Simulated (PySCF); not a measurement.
**Computed properties of CH10O2Si3, SMILES [SiH3][SiH2]O[Si@@H](O)C**

CH10O2Si3, SMILES C[Si@H](O)O[SiH2][SiH3]. The structure is a stationary point at B3LYP-D3(BJ)/def2-SVP. The structure was generated by enumeration; whether it is a known compound was not checked. The values are those of a single conformer. All values are computed for the isolated molecule unless a solvent is named; none is compared with measurement here.

**Structure.** All 42 harmonic modes at B3LYP-D3(BJ)/def2-SVP (PySCF) are real, so it is a minimum. With heavy atoms numbered as in [CH3:1][Si@H:2]([OH:3])[O:4][SiH2:5][SiH3:6], the shortest bond between them is Si2–O4 at 1.664 Å and the longest Si5–Si6 at 2.357 Å.

**Vibrations.** The strongest infrared lines (harmonic, unscaled, degenerate partners summed) lie at 833 cm⁻¹ (495 km/mol, H 72 %, O 12 %, Si 12 %), 1059 cm⁻¹ (443 km/mol, O 74 %, Si 18 %), 900 cm⁻¹ (212 km/mol, H 86 %, Si 11 %). The softest mode is at 28 cm⁻¹ and the zero-point energy is 67.3 kcal/mol.

**Electronic structure.** PBE0/def2-TZVP (PySCF) places the frontier levels at -7.87 and -0.19 eV, a gap of 7.68 eV, and gives a dipole moment of 1.62 D. PBE/def2-TZVP (PySCF) at the same geometry gives -6.68 and -1.06 eV, so its gap is 2.06 eV narrower. An orbital gap is neither the optical nor the fundamental gap.

**Excitations.** TDA-B3LYP/def2-SVPD (PySCF) has S1 at 6.37 eV (195 nm, f = 0.015, weak); the most intense of the 6 singlets computed lies at 7.40 eV (f = 0.12). T1 (TDA) is at 5.73 eV, 0.64 eV under S1. TDA-PBE/def2-SVPD (PySCF) puts S1 at 5.92 eV. No vertical singlet excitation falls in the visible range (under 3.1 eV).

**NMR.** GIAO shifts at HF/pcSseg-1 (PySCF) (non-relativistic, atoms alike by connectivity averaged): ¹³C at 3.0 ppm against TMS; ¹H from 0.5 to 5.1 ppm against TMS; ²⁹Si from -90.2 to -18.9 ppm against TMS.

**Solvation.** SMD-B3LYP/6-31G* (PySCF) gives -1.8 kcal/mol in water, -5.6 kcal/mol in 2-propanol, -5.8 kcal/mol in methanol (1 M in both phases, gas-phase geometry).
